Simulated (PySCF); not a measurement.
Compound: H7N3Si.
Bonds: N1–Si2, Si2–N3, Si2–N4. Hydrogens: H5, H6 on N1; H7 on Si2; H8, H9 on N3; H10, H11 on N4.

Method used: MP2 and CCSD/aug-cc-pVDZ in PySCF, restricted Hartree–Fock reference, frozen core, non-relativistic, gas phase, PBE0-D3(BJ)/def2-SVP geometry.

E(HF) = -456.47494 Eh.

Task: How large is the problem?

Result: 159 basis functions and 42 electrons; 8 orbitals frozen, which leaves o = 13 correlated occupied and v = 138 virtual orbitals. That is o·v = 1794 singles and o·v(o·v + 1)/2 = 1610115 distinct closed-shell doubles amplitudes before symmetry; the costliest CCSD step grows as o²v⁴ = 6.1 × 10^10.

Task: What are the MP2 and CCSD correlation energies?

Result: MP2 -0.6586 Eh and CCSD -0.6987 Eh, which gives totals of -457.13351 and -457.17363 Eh. That is 0.731 eV for each correlated electron at CCSD (1834 kJ/mol in all, 0.153 % of the total energy); MP2 gives 94.3 % of the CCSD value.

Task: What is the T1 diagnostic?

Result: 0.0118, below the customary warning level of 0.02. It is the norm of the spatial-orbital singles amplitudes over the root of the number of correlated electrons, so the norm is 0.060.

Task: How does correlation change the dipole moment?

Result: HF gives 1.02 D and CCSD (unrelaxed density) 0.98 D, a change of -0.04 D.

No triples correction and no basis-set extrapolation were made.

The job also held the EOM ionisation roots. The run took 3.6 min on one thread, x86-64 server, no GPU, shared host.

The values belong to the conformer `[NH2:1][SiH:2]([NH2:3])[NH2:4]`: H–N1–Si2–N3 -161°, H–N1–Si2–N3 54°, H–N3–Si2–N1 -173°, H–N3–Si2–N1 43°, H–N4–Si2–N1 63°, H–N4–Si2–N1 -82°.
